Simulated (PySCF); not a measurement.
# Computed records: BFHOSi, FH2OSi2

Calculation on a computer-drawn molecule: optimised geometry and harmonic frequencies of an isolated molecule of the commonest isotopes, restricted reference for singlets and unrestricted otherwise, frozen core in MP2. Program: PySCF 2.14.0.

Common to all runs: method HF.

(1) BFHOSi

Start structure:
```xyz
5
BFHOSi
O     -2.0774    -2.0824     0.9130
B     -1.9027    -0.9426     0.7548
Si    -1.4586     0.8574     1.1051
F     -0.9284     1.4653    -0.4447
H     -2.6673     1.8049     1.1899
```

Here we set charge -1, multiplicity 1 and basis aug-cc-pV(D+d)Z.

The calculation gives: rotational constants 16.5, 2.968, 2.571 GHz; total energy -488.6459 hartree; convergence status largest gradient component 2.374e-05 hartree/bohr.

Drawn bonds:
| atom | other atom | order |
| --- | --- | --- |
| 1 | 2 | 2 |
| 2 | 3 | 1 |
| 3 | 4 | 1 |
| 3 | 5 | 1 |

Optimised structure:
```xyz
5
BFHOSi
O     -2.1774    -2.0804     0.8149
B     -1.9010    -0.9070     0.8775
Si    -1.2918     1.0744     1.1364
F     -0.9291     1.4282    -0.4789
H     -2.7350     1.5874     1.1683
```

Modes:
| frequency (cm⁻¹) | reduced mass (dalton) |
| --- | --- |
| 153.7 | 15.71 |
| 308.5 | 4.263 |
| 395.7 | 12.6 |
| 477.4 | 11.35 |
| 703.1 | 20.67 |
| 768.3 | 1.315 |
| 841.7 | 1.106 |
| 1970 | 7.637 |
| 2003 | 1.098 |

(2) FH2OSi2

Start structure:
```xyz
6
FH2OSi2
O     -0.3609    -0.3796     0.1901
Si     0.2372    -0.1115    -1.1869
Si    -0.4788    -1.3072    -3.0187
F     -0.4271    -0.4434    -4.3711
H      1.3084     0.6998    -1.4709
H     -1.7315    -1.9954    -3.2345
```

It was run with charge 0, multiplicity 2 and basis cc-pV(D+d)Z.

It finds rotational constants 16.56, 2.07, 1.863 GHz; total energy -753.3455 hartree; spin squared 0.7719; convergence status largest gradient component 4.043e-05 hartree/bohr.

Drawn bonds:
| atom | other atom | order |
| --- | --- | --- |
| 1 | 2 | 2 |
| 2 | 3 | 1 |
| 3 | 4 | 1 |
| 2 | 5 | 1 |
| 3 | 6 | 1 |

Optimised structure:
```xyz
6
FH2OSi2
O     -0.2592    -0.5533     0.1770
Si     0.1940    -0.1594    -1.1989
Si    -0.4747    -1.3895    -3.0756
F     -0.1940    -0.5428    -4.4304
H      1.1710     0.9111    -1.4894
H     -1.8897    -1.8033    -3.0746
```

Modes:
| frequency (cm⁻¹) | reduced mass (dalton) |
| --- | --- |
| 83.57 | 5.824 |
| 134.1 | 8.081 |
| 237.6 | 13.22 |
| 407.4 | 2.239 |
| 502.5 | 1.872 |
| 618.6 | 1.365 |
| 819.4 | 1.131 |
| 864.8 | 2.496 |
| 918.1 | 1.795 |
| 1300 | 16.85 |
| 2329 | 1.045 |
| 2344 | 1.043 |
